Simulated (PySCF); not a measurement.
# Electronic absorption of Nb(NMe)Cl3

Species: Nb(NMe)Cl3, CH₃Cl₃NNb (singlet state).
SMILES: `C[N]=[Nb]([Cl])([Cl])[Cl]`

Computed, not measured: TDDFT PBE0/def2-SVPD, vertical, gas phase, core orbitals frozen in the response, def2 core potentials past Kr in PySCF. Geometry: PBE0-D3(BJ)/def2-SVP; no solvent, vibrations or thermal averaging. Spin–orbit coupling is left out. Note that the optimisation stopped short of convergence; the values belong to its last geometry.

```tsv
state	E (eV)	ν̃ (cm⁻¹)	f	|μ| (D)	main configurations (H = HOMO, L = LUMO)
S1	3.96	31950	0.0001	0.06	H-1/H→L (≥62%), H-1/H→L+1 (≥33%)
S2	4.13	33300	0.0032	0.45	H-1/H→L (≥74%), H-1/H→L+1 (≥14%)
S3	4.14	33380	0.0019	0.35	H-1/H→L+1 (≥58%), H-1/H→L (≥30%)
S4	4.17	33660	0.0099	0.79	H-1/H→L+1 (≥76%), H-1/H→L (≥16%)
S5	5.37	43340	0.0019	0.30	H-1/H→L+3 (≥30%), H-1/H→L+4 (≥25%), H-1/H→L+2 (≥16%)
S6	5.39	43430	0.010	0.71	H-2→L (67%), H-1/H→L+3 (≥13%)
S7	5.43	43830	0.014	0.82	H-2→L+1 (78%)
S8	5.57	44910	0.0037	0.42	H-1/H→L+2 (≥23%), H-1/H→L+3 (≥22%), H-1/H→L+4 (≥15%)
S9	5.58	45030	0.0001	0.06	H-1/H→L+3 (≥34%), H-1/H→L+4 (≥22%), H-1/H→L+2 (≥13%)
```

Triplets, Tamm–Dancoff:

| state | E (eV) | λ (nm) | main configurations (H = HOMO, L = LUMO) |
| --- | --- | --- | --- |
| T1 | 3.66 | 338.5 | H-1/H→L (≥54%), H-1/H→L+1 (≥27%) |
| T2 | 3.78 | 328.0 | H-1/H→L (≥75%), H-1/H→L+1 (≥18%) |
| T3 | 3.79 | 327.0 | H-1/H→L+1 (≥59%), H-1/H→L (≥33%) |
| T4 | 3.87 | 320.7 | H-1/H→L+1 (≥76%), H-1/H→L (≥18%) |

The lowest singlet comes at 313 nm (382 kJ/mol) in the ultraviolet; it is dark (f under 0.0005); its leading configuration is HOMO-1/HOMO→LUMO (≥62%). The strongest level in the table is S7 at 5.43 eV (228 nm, f = 0.014). S2/S3 lie within about 0.01 eV of each other. For S1 the Löwdin share of niobium is 13% in HOMO and 66% in LUMO (ligand-to-metal charge transfer by this measure); for S7 the Löwdin share of niobium is at most 2% in HOMO-2 and 66% in LUMO+1 (ligand-to-metal charge transfer by this measure). Orbital energies (eV): HOMO-3 -9.85, HOMO-2 -9.43, HOMO-1 -8.39, HOMO -8.38, LUMO -2.75, LUMO+1 -2.71, LUMO+2 -1.24. Weighted by f, the mean energy of these states is 5.00 eV. Orbitals of the list HOMO-3 to LUMO+2 that lie within 0.01 eV of each other are written together with a slash and their weights summed (≥ marks a lower bound); for degenerate orbitals outside that list single weights are arbitrary. Singlets were solved by full linear response, triplets in the Tamm–Dancoff approximation. The highest level found (5.64 eV, f 0.0003 so far) is left out, since the window may have cut off a degenerate partner.
